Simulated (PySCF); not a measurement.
Here is a computed GFN2-xTB geometry (Å):
```
atom  x, y, z in Å
N1    -2.4783   -1.7506    0.6710
C2    -1.4881   -1.2151    0.4464
C3    -0.3017   -0.5299    0.1659
S4     1.2303   -1.3842    0.2879
C5     2.2415   -0.0310   -0.1619
S6     3.8605   -0.1176   -0.2563
S7     1.3343    1.4451   -0.5036
C8    -0.2440    0.7789   -0.2024
S9    -1.6069    1.8544   -0.3991
H10   -2.5387    0.9547   -0.0704
```

Neutral, closed shell.

Read off the bonds between heavy atoms and their formal orders.

N1–C2 1.15 Å (triple); C2–C3 1.40 Å (single); C3–S4 1.76 Å (aromatic); S4–C5 1.75 Å (aromatic); C5–S6 1.62 Å (double); C5–S7 1.77 Å (aromatic); S7–C8 1.74 Å (aromatic); C8–S9 1.75 Å (single); C3–C8 1.36 Å (aromatic). Bonds to hydrogen (Å): S9–H10 1.34. The orders are those of one drawing; other resonance forms can be drawn. The aromatic marks follow RDKit's electron count.

Write the SMILES.

`N#Cc1sc(=S)sc1S`, C4HNS4. Among its features: nitrile, thiol and thiocarbonyl.

What is the point group of this geometry?

Cs (every atom within 0.08 Å of its image).

Which rings does it hold (smallest set)?

C3–S4–C5–S7–C8 (5 members, 0.00 Å rms from planarity).

Classify the heavy atoms.

N1: nitrile nitrogen; C2: nitrile carbon; C3: unsaturated ring carbon; S4: ring sulfur; C5: thiocarbonyl carbon; S6: thiocarbonyl sulfur; S7: ring sulfur; C8: unsaturated ring carbon; S9: thiol sulfur.

What is the arrangement about S9?

It has 2 neighbours (C8, H10) and is bent (angle 95.8°).

What is the arrangement about S7?

It has 2 neighbours (C5, C8) and is bent (angle 96.5°).
